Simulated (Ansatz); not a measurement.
`[SbH2][TeH]` + `C=C=O` → `O=C=C[TeH]` + `[SbH3]` at 700 K and 1 bar (formal exchange of groups at a Te–Sb bond).

Isolated molecules relaxed with PBE0-D4/def2-TZVP in Ansatz; ΔE leaves out vibrations. CBS: MP2 limit from def2 TZ/QZ plus the TZ coupled-cluster correction, frozen cores. This one scheme is used for every species. Elements past krypton have def2 core potentials. For Sb, Te outer-core shells are correlated without core-valence functions, which leaves a few kJ/mol of doubt a bond.

```
      species  CCSD(T)/CBS energy (Eh)  H − E (kJ/mol)  S (J/(mol·K))
`[SbH2][TeH]`               -509.54647            99.1          377.9
      `C=C=O`               -152.43640           120.8          294.6
 `O=C=C[TeH]`               -420.15634           130.7          388.2
     `[SbH3]`               -241.78682            81.5          275.4
```

H − E and S are ideal-gas, rigid-rotor, harmonic terms from PBE0-D4/def2-TZVP, for one conformer and one mirror image of each species. 1 Eh = 2625.50 kJ/mol, R = 8.31446 J/(mol·K).

**Question.** By hand: ΔE, ΔH, ΔS and ΔG.

**Answer.** ΔE = (-420.15634) + (-241.78682) − (-509.54647) − (-152.43640) = 0.03971 Eh = 104.3 kJ/mol. Δ(H − E) = 130.7 + 81.5 − 99.1 − 120.8 = -7.7, so ΔH = 96.6 kJ/mol. ΔS = 388.2 + 275.4 − 377.9 − 294.6 = -8.9 J/(mol·K). ΔG = 96.6 − 700 × (-8.9)/1000 = 102.8 kJ/mol.

**Question.** By hand: the equilibrium constant, and the temperature at which ΔG would vanish if ΔH and ΔS stayed fixed.

**Answer.** log₁₀ K = −ΔG/(RT ln 10) = -7.7. ΔH and −TΔS have one sign here, so there is no such temperature.

The number of gas molecules stays the same, so ΔS is small and ΔH decides. A doubt of 5 kJ/mol in ΔE shifts log₁₀ K by 0.4 here. Other conformers and mirror images would add mixing entropy, several J/(mol·K) or more a flexible species. These are equilibria of isolated gas molecules and say nothing of rates. Largest T1 diagnostic: 0.016 (customary marks: 0.02 for closed shells, 0.045 for open ones).

ΔS is within the doubt of such terms, so its sign, and with it that verdict, could turn.
